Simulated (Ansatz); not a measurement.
Cost and result for the atomization energy of `CCO[Si](O)(O)O` (15 atoms, 14 bonds).

```xyz
15

C     0.7680    1.7706   -1.0790
C    -0.4483    1.2931   -0.3230
O    -0.6612   -0.0957   -0.5284
Si   -0.2411   -1.2551    0.5273
O     1.2825   -0.9283    1.0132
O    -1.1375   -1.3246    1.8902
O    -0.4402   -2.6791   -0.2428
H     1.6659    1.2696   -0.7126
H     0.6617    1.5608   -2.1455
H     0.8950    2.8487   -0.9512
H    -0.3412    1.5107    0.7461
H    -1.3472    1.8094   -0.6725
H     1.5636   -1.3305    1.8360
H    -1.9894   -1.7575    1.8198
H    -0.2306   -2.6921   -1.1776
```

Charge 0, multiplicity 1. The structure was optimised at the PBE0-D4/def2-TZVP level. It is one conformer, not always the lowest. Program: Ansatz. All runs use 2 threads of an AMD EPYC 7R13 on a shared host and a share of an NVIDIA H100 80 GB. Times are those of one run each, without the atoms' runs, and a repeat can differ threefold. Electronic energies, without spin–orbit coupling; frozen cores. CCSD(T)/CBS adds CCSD(T) − MP2 in def2-TZVPP to the MP2 limit, and its time is that of the two runs behind it. T1 = 0.011. B3LYP takes the VWN-RPA correlation (the form of Gaussian; ORCA's B3LYP/G).

CCSD(T)/CBS is a level of theory with its own doubt, some kJ/mol a heavy atom from the limit and from the frozen cores, so smaller differences don't rank the functionals.

```csv
level,functions,wall time
PBE0-D4/def2-TZVPP,340,2.8 s
PBE-D4/def2-TZVPP (with forces),340,3.1 s
B2PLYP/def2-TZVPP,340,3.3 s
r2SCAN-D4/def2-TZVPP (with forces),340,3.5 s
B3LYP-D4/def2-TZVPP (with forces),340,3.5 s
ωB97X-V/def2-TZVPP,340,3.9 s
MP2/def2-QZVPP,652,4.3 s
ωB97M-V/def2-TZVPP (with forces),340,4.5 s
CCSD(T)/def2-TZVPP,340,8.1 s
CCSD(T)/CBS(def2),–,12 s
```

Task: What atomization energy does each give, and how far from CCSD(T)/CBS? (Best estimate.)

Result: Computed: 
```json
{"level": "PBE0-D4/def2-TZVPP", "atomization (kJ/mol)": "6140.2", "difference from CCSD(T)/CBS": "-69.0", "per bond": "-4.9"}
{"level": "PBE-D4/def2-TZVPP (with forces)", "atomization (kJ/mol)": "6269.1", "difference from CCSD(T)/CBS": "59.9", "per bond": "4.3"}
{"level": "B2PLYP/def2-TZVPP", "atomization (kJ/mol)": "6112.1", "difference from CCSD(T)/CBS": "-97.1", "per bond": "-6.9"}
{"level": "r2SCAN-D4/def2-TZVPP (with forces)", "atomization (kJ/mol)": "6188.9", "difference from CCSD(T)/CBS": "-20.3", "per bond": "-1.5"}
{"level": "B3LYP-D4/def2-TZVPP (with forces)", "atomization (kJ/mol)": "6153.7", "difference from CCSD(T)/CBS": "-55.5", "per bond": "-4.0"}
{"level": "ωB97X-V/def2-TZVPP", "atomization (kJ/mol)": "6184.0", "difference from CCSD(T)/CBS": "-25.2", "per bond": "-1.8"}
{"level": "MP2/def2-QZVPP", "atomization (kJ/mol)": "6288.8", "difference from CCSD(T)/CBS": "79.6", "per bond": "5.7"}
{"level": "ωB97M-V/def2-TZVPP (with forces)", "atomization (kJ/mol)": "6199.4", "difference from CCSD(T)/CBS": "-9.8", "per bond": "-0.7"}
{"level": "CCSD(T)/def2-TZVPP", "atomization (kJ/mol)": "6032.8", "difference from CCSD(T)/CBS": "-176.4", "per bond": "-12.6"}
{"level": "CCSD(T)/CBS(def2)", "atomization (kJ/mol)": "6209.2", "difference from CCSD(T)/CBS": "0.0", "per bond": "0.0"}
```

The D4 term adds +51.8 kJ/mol with B3LYP and +27.5 kJ/mol with PBE0; it sums over pairs of atoms, weighted by their polarisabilities, and B3LYP, whose exchange is more repulsive, gets the larger term. From PBE to PBE0 (25 % exact exchange), in def2-TZVPP and without D4, the atomization energy moves by −123.9 kJ/mol: exact exchange takes away binding that semilocal exchange gives to molecules. In def2-TZVPP, CCSD(T) changes the Hartree–Fock value by +1586.1 kJ/mol (the triples alone add +89.8 kJ/mol) and MP2 by +1736.4 kJ/mol; breaking electron pairs costs correlation energy, which Hartree–Fock lacks.
